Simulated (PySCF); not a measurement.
This PySCF input asks for the NMR shieldings of SMILES N1[Si@H](C[SiH3])CC1, C₃H₁₁NSi₂; the geometry comes from GFN2-xTB.

```python
import basis_set_exchange as bse
import numpy as np
from pyscf import gto, dft
from pyscf.prop import nmr

atoms = """
Si    2.277783   -0.608326   -0.494394
C     1.426826   -0.107101    1.126733
Si   -0.424053    0.276456    1.009899
C    -1.596245   -0.737395   -0.106779
C    -1.868279    0.550812   -0.889740
N    -0.850857    1.369089   -0.247859
H     1.711385   -1.865315   -0.994682
H     3.709129   -0.818859   -0.238153
H     2.134031    0.442987   -1.502391
H     1.922417    0.773502    1.532779
H     1.563692   -0.893141    1.867577
H    -0.973739    0.521562    2.359139
H    -1.137718   -1.509013   -0.716198
H    -2.482897   -1.151933    0.360651
H    -1.697922    0.469325   -1.967733
H    -2.881700    0.932918   -0.725556
H    -0.838852    2.366459   -0.383205
"""
names = dict.fromkeys(["Si", "C", "N", "H"], "pcSseg-1")
basis = {el: gto.basis.parse(bse.get_basis(n, elements=[el], fmt="nwchem")) for el, n in names.items()}
mol = gto.M(atom=atoms, basis=basis, charge=0, verbose=0)
mf = dft.RKS(mol, xc="PBE0")
mf.grids.level = 2
mf.grids.alignment = dft.numint.BLKSIZE   # the property module wants whole blocks of grid points
mf.conv_tol = 1e-9
mf.kernel()

calc = nmr.RKS(mf)   # GIAO
C = mf.mo_coeff
Co = C[:, mf.mo_occ > 0]
resp = mf.gen_response(singlet=True, hermi=2)
def vind(x):   # induced exchange potential for any number of trial vectors
    d = np.einsum("pi,xij,qj->xpq", C, 2 * x.reshape(-1, C.shape[1], Co.shape[1]), Co, optimize=True)
    return np.einsum("xpq,pi,qj->xij", resp(d - d.transpose(0, 2, 1)), C, Co, optimize=True).ravel()
mo1, _ = nmr.rhf.solve_mo1(calc, with_cphf=vind)
sigma = calc.kernel(mo1)
for i, s in enumerate(sigma):   # ppm
    w = np.linalg.eigvalsh((s + s.T) / 2)
    print("%2d %-2s iso %8.1f  s11 %8.1f  s22 %8.1f  s33 %8.1f" % (i, mol.atom_pure_symbol(i), w.mean(), *w))
```

Problem. Give the expected output.

Solution. 
```
 0 Si iso    427.6  s11    406.3  s22    409.2  s33    467.4
 1 C  iso    189.2  s11    178.2  s22    190.0  s33    199.4
 2 Si iso    342.6  s11    291.7  s22    353.0  s33    383.1
 3 C  iso    172.9  s11    148.1  s22    174.8  s33    195.7
 4 C  iso    138.9  s11    121.3  s22    128.4  s33    167.0
 5 N  iso    229.0  s11    178.6  s22    234.6  s33    273.8
 6 H  iso     27.7  s11     24.1  s22     26.6  s33     32.4
 7 H  iso     27.7  s11     24.0  s22     25.5  s33     33.6
 8 H  iso     27.5  s11     23.8  s22     26.5  s33     32.1
 9 H  iso     31.6  s11     27.0  s22     29.1  s33     38.7
10 H  iso     32.1  s11     27.2  s22     29.2  s33     39.8
11 H  iso     25.6  s11     21.8  s22     24.4  s33     30.7
12 H  iso     29.9  s11     26.4  s22     28.7  s33     34.7
13 H  iso     30.3  s11     26.2  s22     27.9  s33     36.7
14 H  iso     27.8  s11     24.0  s22     25.4  s33     34.1
15 H  iso     27.8  s11     23.8  s22     25.9  s33     33.6
16 H  iso     31.5  s11     23.3  s22     28.1  s33     43.2
```

These numbers come from an equivalent density-fitted implementation of the same equations, which agrees with the script to about 0.01 ppm for H and up to a few tenths of a ppm for heavy atoms, so last digits may differ.

Problem. Turn these shieldings into chemical shifts. Referencing at the same level of theory: TMS for ²⁹Si (σref 349.16), ¹³C (σref 186.93), ¹H (σref 31.72); ¹⁵N (σref 267.73) vs NH3.

Solution. Averaging equivalent atoms: Si 2: 6.6; Si 0: -78.4; C 4: 48.0; C 3: 14.1; C 1: -2.3; N 5: 38.8; H 11: 6.10; H 6/7/8: 4.10; H 15: 3.96; H 14: 3.89; H 12: 1.78; H 13: 1.43; H 16: 0.17; H 9: 0.12; H 10: -0.36 ppm. Experimental scales use liquid or dissolved standards, which lie at an offset from isolated NH3 (liquid NH3: subtract about 20 ppm).

Size and cost of the density-fitted run: 171 basis functions, 43 s wall time on 1 thread of an Arm Neoverse N1, shared host; peak memory 0.78 GiB.
